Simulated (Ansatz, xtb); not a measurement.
BGaHO: which of two structures lies lower

We compare X, `O=[B][GaH]`, a doublet, with Y, a doublet given by its coordinates. Both are isolated molecules in the gas phase, relaxed with B3LYP/6-31G*; the shapes shown needn't be the lowest conformers.

X (Å):

```xyz
4

B    -1.2242    0.7204   -0.0215
Ga    0.4244   -0.4683   -0.5588
O    -2.1292    1.4911    0.2099
H     0.6294   -1.9202    0.0757
```

Y (Å):

```xyz
4

B    -0.7537   -1.0015    0.5112
Ga    1.0818   -0.5544   -0.8979
O    -0.8434    0.0370   -0.2221
H    -1.3449   -1.6321    1.3339
```

Close contacts (Å): B1–Ga2 2.36, B1–O3 1.27, Ga2–O3 2.12, B1–H4 1.19.

Problem. Which of the two would you expect CCSD(T)/def2-TZVP electronic energies to favour?

Solution. Structure Y; the calculation gives E(Y) − E(X) = −32.5 kJ/mol.

Level by level:

| level | geometry | E(Y) − E(X) (kJ/mol) | departure from the last row (kJ/mol) | job, with rough time for the two |
| --- | --- | --- | --- | --- |
| GFN2-xTB | GFN2-xTB | −125.1 | −92.6 | optimisation, 0.12 s |
| HF/STO-3G | GFN2-xTB | −23.6 | +8.9 | single point, 5.6 s |
| r2SCAN-D4/def2-SVP | GFN2-xTB | −106.7 | −74.2 | single point, 2.8 s |
| B3LYP/6-31G* | B3LYP/6-31G* | −66.5 | −34.0 | optimisation, 38 s |
| HF/def2-TZVP | B3LYP/6-31G* | −22.9 | +9.6 | part of the CCSD(T) run |
| MP2/def2-TZVP | B3LYP/6-31G* | −21.3 | +11.1 | part of the CCSD(T) run |
| CCSD(T)/def2-TZVP | B3LYP/6-31G* | −32.5 |  | single point, 69 s |

None of the levels shown reverses the order. The largest departure from CCSD(T)/def2-TZVP is that of GFN2-xTB, 92.6 kJ/mol.

With harmonic frequencies from B3LYP/6-31G* (ideal gas, rigid rotor, one conformer each, 298.15 K, 1 atm): the zero-point term adds +6.3 kJ/mol; ΔH is −27.4 and ΔG −26.4 kJ/mol.

Open shells are spin-unrestricted, with notable spin contamination under HF/STO-3G. The correlated steps freeze 11 core orbitals; the filled d shell of Ga is correlated, in a basis made for valence electrons. Programs: Ansatz 0.2.0, xtb 6.7.1; the last row on 1 thread of Intel(R) Xeon(R) 6975P-C (Granite Rapids) on a shared host.
